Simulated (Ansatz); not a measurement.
Ga13P13H30, a nanocrystal cut from zinc blende GaP (hydrogen-capped), relaxed as a singlet with RKS PBE-D4/def2-SVP in Ansatz, starting from the GFN2-xTB geometry. Force threshold 0.03 eV/Å.

Single mean-field runs in def2-SVP are fitted with def2-universal-jkfit.

Start:

Cartesian coordinates in Å:
```
Ga 2.383 -1.708 0.905
Ga 3.141 -0.288 -2.860
Ga 2.026 -4.032 -2.381
Ga -1.196 -2.812 -0.271
Ga -0.370 -1.370 -4.015
Ga 3.590 2.197 0.641
Ga 2.868 0.615 4.175
Ga -0.784 -0.551 2.914
Ga 0.480 3.331 2.608
Ga -0.076 0.971 -0.680
Ga -3.854 -0.100 -1.806
Ga -3.452 2.114 1.314
Ga -4.497 -1.652 1.755
P 3.149 -2.141 -1.362
P 3.568 0.171 1.895
P 4.254 1.547 -1.644
P 0.079 -0.997 0.697
P 0.823 0.434 -2.910
P -0.244 -3.187 -2.477
P -3.486 -2.004 -0.421
P -2.712 -0.601 -3.933
P 1.245 2.765 0.375
P 0.564 1.267 3.798
P -3.097 0.138 2.596
P -1.915 3.796 2.260
P -2.445 1.626 -0.841
H 2.485 -2.986 1.800
H 3.712 -0.465 -4.303
H 2.070 -5.224 -1.394
H 2.539 -4.131 -3.850
H -1.099 -4.091 0.624
H 0.131 -1.568 -5.480
H 4.413 3.415 1.165
H 2.882 -0.717 4.966
H 3.631 1.890 4.647
H -0.686 -1.828 3.809
H 1.242 4.572 3.171
H -5.310 0.418 -2.031
H -4.901 2.673 1.147
H -4.262 -2.915 2.620
H -5.913 -1.047 1.508
H 4.495 -2.465 -1.255
H 4.906 -0.202 1.935
H 5.610 1.260 -1.613
H 4.363 2.667 -2.453
H 0.739 1.566 -3.716
H -1.029 -4.170 -3.067
H -4.204 -3.011 -1.055
H -3.479 -1.541 -4.606
H -2.913 0.425 -4.843
H 1.163 3.908 -0.415
H 0.013 1.583 5.035
H -3.570 0.478 3.857
H -2.441 4.197 3.478
H -2.082 5.016 1.622
H -2.547 2.764 -1.637
```

Q: Estimate the energy that the relaxation releases and the steps that it takes.

A: 16.4 kcal/mol, in 4 steps; 22 s on 11 threads of AMD EPYC 7R13 on a shared host and a whole NVIDIA H100 80GB HBM3. No frequencies were taken in this run, so the end may be a saddle point.

Q: Does the start keep its bonding and symmetry?

A: By distances, no bond broke or formed. The bond that changes most is Ga10–P22, from 2.46 to 2.38 Å (atoms count from 1). Point group C3v at the start, C3v at the end, both within 0.05 Å.

Q: Predict the relaxed structure.

A: 
```xyz
56

Ga    2.3479   -1.7023    0.9065
Ga    3.0857   -0.2551   -2.8154
Ga    2.0268   -4.0121   -2.4011
Ga   -1.1772   -2.7898   -0.2519
Ga   -0.3742   -1.3223   -3.9526
Ga    3.5252    2.1726    0.6047
Ga    2.8700    0.6424    4.1617
Ga   -0.7737   -0.5636    2.8838
Ga    0.4614    3.2900    2.5449
Ga   -0.0707    0.9021   -0.6313
Ga   -3.7789   -0.0808   -1.7963
Ga   -3.3830    2.1037    1.2812
Ga   -4.5049   -1.6304    1.7372
P     3.0776   -2.0922   -1.3389
P     3.4883    0.1753    1.8555
P     4.1943    1.5205   -1.6182
P     0.0788   -1.0024    0.7015
P     0.7901    0.4156   -2.7930
P    -0.2338   -3.1135   -2.4272
P    -3.4137   -1.9538   -0.4130
P    -2.6726   -0.5972   -3.8757
P     1.1952    2.6533    0.3595
P     0.5561    1.2450    3.7126
P    -3.0347    0.1371    2.5324
P    -1.8872    3.7386    2.2321
P    -2.3484    1.5599   -0.8053
H     2.5184   -2.9901    1.7986
H     3.6808   -0.4268   -4.2627
H     2.0672   -5.2226   -1.3880
H     2.5377   -4.0741   -3.8976
H    -1.1173   -4.1117    0.6037
H     0.1107   -1.5282   -5.4361
H     4.3725    3.3948    1.1212
H     2.8798   -0.7189    4.9618
H     3.6325    1.9547    4.6093
H    -0.7012   -1.8154    3.8382
H     1.2114    4.5478    3.1227
H    -5.2488    0.4265   -2.0416
H    -4.8405    2.6803    1.1334
H    -4.2544   -2.9168    2.6181
H    -5.9258   -0.9892    1.4649
H     4.4660   -2.4337   -1.2354
H     4.8700   -0.2034    1.9066
H     5.5901    1.2078   -1.5757
H     4.2827    2.6805   -2.4530
H     0.6850    1.6035   -3.5876
H    -1.0350   -4.1302   -3.0433
H    -4.1625   -2.9898   -1.0619
H    -3.4602   -1.5820   -4.5523
H    -2.8689    0.4760   -4.8032
H     1.0841    3.8085   -0.4812
H    -0.0015    1.5733    4.9918
H    -3.5329    0.4843    3.8311
H    -2.4252    4.1334    3.4980
H    -2.0508    4.9899    1.5554
H    -2.4080    2.7311   -1.6289
```
Bond lengths (bridged metal pairs left out): 37 × Ga–P 2.33 to 2.43 Å; 15 × Ga–H 1.57 to 1.58 Å; 15 × H–P 1.43 Å.
